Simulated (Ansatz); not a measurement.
A structure relaxed at r2SCAN-D4/def2-SVP in Ansatz, charge 0, singlet:

Cartesian coordinates in Å:
```
Cd -0.337 -3.517 -4.220
S -0.011 -0.589 -5.145
Cd -0.498 -4.281 -1.089
S 1.700 -4.130 1.026
S -0.196 -1.938 -1.657
Cd 2.159 -1.229 -0.898
Cd 0.274 2.012 -3.989
S 2.064 1.273 -2.231
Cd 2.583 -1.993 3.029
S 2.089 -0.206 1.460
Cd 4.758 0.368 2.735
Cd 2.391 3.617 -1.117
S 4.346 2.706 0.762
S -2.627 -3.622 1.006
Cd -2.351 -0.723 -0.960
S -1.674 1.698 -2.272
Cd -3.010 -1.339 2.999
S -0.238 -1.847 4.190
S -2.117 0.263 1.406
Cd 0.096 1.138 2.379
Cd -1.493 4.060 -1.162
S 0.361 3.236 0.488
Cd -4.632 1.416 2.601
S -3.643 3.612 0.672
H 1.316 -3.855 -4.333
H -2.023 -3.495 -4.352
H 0.982 -0.498 -6.062
H -0.959 -0.285 -6.063
H -0.707 -5.939 -1.166
H 2.605 -3.684 0.105
H 2.329 -5.314 1.216
H 3.508 -2.195 -1.361
H 0.413 3.096 -5.277
H 3.154 1.268 -3.033
H 3.316 -2.973 4.170
H 5.679 -0.538 1.642
H 4.159 1.226 4.063
H 2.989 5.052 -1.776
H 5.440 2.824 -0.028
H 4.592 3.892 1.370
H -3.510 -4.635 1.176
H -3.391 -2.981 0.072
H -3.878 -1.353 -1.446
H -2.718 1.940 -3.099
H -3.947 -2.107 4.152
H -0.293 -2.227 5.489
H -0.087 -0.520 4.483
H 0.145 1.687 4.011
H -1.741 5.589 -1.834
H 0.480 4.354 1.241
H -5.706 0.751 1.476
H -3.888 2.108 3.954
H -4.659 4.027 -0.122
H -3.592 4.800 1.319
```

Give its formula and point group.

Cd12H30S12, a nanocrystal cut from wurtzite CdS (hydrogen-capped). Point group Cs (tolerance 0.1 Å).

Summarise the bond lengths by kind (pairs closer than 1.2 times the sum of covalent radii, bridged metal pairs left out).

21 × Cd–S 2.43 to 2.86 Å; 3 × Cd–Cd 3.22 to 3.23 Å; 15 × H–S 1.35 to 1.37 Å; 15 × Cd–H 1.67 to 1.72 Å.

In the def2 sets Cd takes a core potential; there is no spin–orbit coupling. Single mean-field runs in def2-SVP are fitted with def2-universal-jkfit.
